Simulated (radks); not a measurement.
Isoelectronic series with 40 electrons, each ion in its NIST ground configuration. Method: scalar-relativistic Kohn-Sham, LDA (Slater exchange, Perdew-Wang correlation), spin-unpolarised, spherical densities, finite nucleus; Fermi nuclear charge, rms radius of each element as measured or else 0.836 A^(1/3) + 0.57 fm; computed with a radial shooting solver on a logarithmic mesh with Libxc functionals. Total energies (hartree) and mean radii <r> (bohr):

ion,configuration,E (hartree),4d,4p
Zr,[Kr] 4d2 5s2,-3594.55607,2.296,1.369
Nb+,[Kr] 4d4,-3815.24381,2.062,1.303
Mo2+,[Kr] 4d4,-4043.52173,1.728,1.226
Tc3+,[Kr] 4d4,-4279.26330,1.520,1.157
Ru4+,[Kr] 4d4,-4522.46964,1.370,1.094
Rh5+,[Kr] 4d4,-4773.16094,1.256,1.038
Pd6+,[Kr] 4d4,-5031.35800,1.163,0.9875
Ag7+,[Kr] 4d4,-5297.09039,1.086,0.9420
Cd8+,[Kr] 4d4,-5570.38600,1.021,0.9006
In9+,[Kr] 4d4,-5851.28400,0.9638,0.8629
Sn10+,[Kr] 4d4,-6139.81647,0.9139,0.8284
Sb11+,[Kr] 4d4,-6436.02416,0.8696,0.7967
Te12+,[Kr] 4d4,-6739.94466,0.8299,0.7674
I13+,[Kr] 4d4,-7051.62772,0.7941,0.7402
Xe14+,[Kr] 4d4,-7371.11133,0.7615,0.7150
Cs15+,[Kr] 4d4,-7698.4463,0.7318,0.6914
Ba16+,[Kr] 4d4,-8033.6777,0.7045,0.6694
La17+,[Kr] 4d4,-8376.8597,0.6793,0.6488
Ce18+,[Kr] 4d4,-8728.0420,0.6560,0.6295
Pr19+,[Kr] 4d4,-9087.2808,0.6343,0.6112
